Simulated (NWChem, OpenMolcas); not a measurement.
**How methods differ on InHF2 (SMILES [F][InH][F])**

InHF2: 4 atoms, total charge 0, spin state singlet. SMILES: `[F][InH][F]`. The coordinates come from a PBE0-D4/def2-TZVP relaxation.

Each level gives the dipole moment (D). The values are calculated.

| level | kind | program | value (D) | CPU time |
| --- | --- | --- | --- | --- |
| HF/def2-TZVP (core potential) | Hartree–Fock | NWChem | 3.82 | 33 s |
| BLYP/def2-TZVP (core potential) | GGA | OpenMolcas | 3.32 | 62 s |
| PBE/def2-TZVP (core potential) | GGA | OpenMolcas | 3.31 | 61 s |
| revPBE/def2-TZVP (core potential) | GGA | OpenMolcas | 3.26 | 55 s |
| B3LYP/def2-TZVP (core potential) | global hybrid | OpenMolcas | 3.53 | 57 s |
| BHLYP/def2-TZVP (core potential) | global hybrid | OpenMolcas | 3.72 | 49 s |
| M06-2X/def2-TZVP (core potential) | hybrid meta-GGA | OpenMolcas | 3.70 | 54 s |
| PBE0/def2-TZVP (core potential) | global hybrid | NWChem | 3.54 | 22 s |

The values span 3.26 to 3.82 D. Magnitudes only. Times are those of the runs behind each value, whatever else they computed, on shared processors of several kinds: orders of magnitude only.
